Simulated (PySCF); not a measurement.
Isomers of C6H11F, from PySCF 2.14.0, PBE0-D3(BJ)/def2-SVP geometry optimisation, gas phase. One conformer each, no zero-point energy, no frequencies.

Question: Which isomer lies lowest at this level?
A. `[CH3:1][CH2:2]/[CH:3]=[CH:4]/[CH2:5][CH2:6][F:7]` with C1–C2–C3–C4 120°, C3–C4–C5–C6 125°, C4–C5–C6–F7 60°: A = 6249, B = 946.2, C = 907.7 MHz, dipole 1.68 D
B. `[CH3:1][CH2:2][C@@H:3]1[CH2:4][CH2:5][C@@H:6]1[F:7]` with C1–C2–C3–C4 176°, C2–C3–C4–C5 -98°, C3–C4–C5–C6 -18°, C4–C5–C6–F7 140°, C2–C3–C6–C5 97°: A = 3721, B = 2309, C = 1633 MHz, dipole 1.55 D
C. `[F:1][CH:2]1[CH2:3][CH2:4][CH2:5][CH2:6][CH2:7]1` with F1–C2–C3–C4 66°, C2–C3–C4–C5 54°, C3–C4–C5–C6 -55°, C4–C5–C6–C7 55°: A = 3575, B = 2664, C = 2007 MHz, dipole 1.62 D

Answer: C. That is `FC1CCCCC1`, 25.0 kcal/mol below the next.

| SMILES | mapped SMILES | E (Eh) | relative (kcal/mol) | relative (kJ/mol) | dipole (D) |
| --- | --- | --- | --- | --- | --- |
| FC1CCCCC1 | [F:1][CH:2]1[CH2:3][CH2:4][CH2:5][CH2:6][CH2:7]1 | -334.50935 | 0.0 | 0.0 | 1.62 |
| CC[C@@H]1CC[C@@H]1F | [CH3:1][CH2:2][C@@H:3]1[CH2:4][CH2:5][C@@H:6]1[F:7] | -334.46945 | 25.0 | 104.7 | 1.55 |
| CC/C=C/CCF | [CH3:1][CH2:2]/[CH:3]=[CH:4]/[CH2:5][CH2:6][F:7] | -334.46241 | 29.5 | 123.2 | 1.68 |

As drawn, the highest has a C=C bond outside aromatic rings, which the lowest lacks.
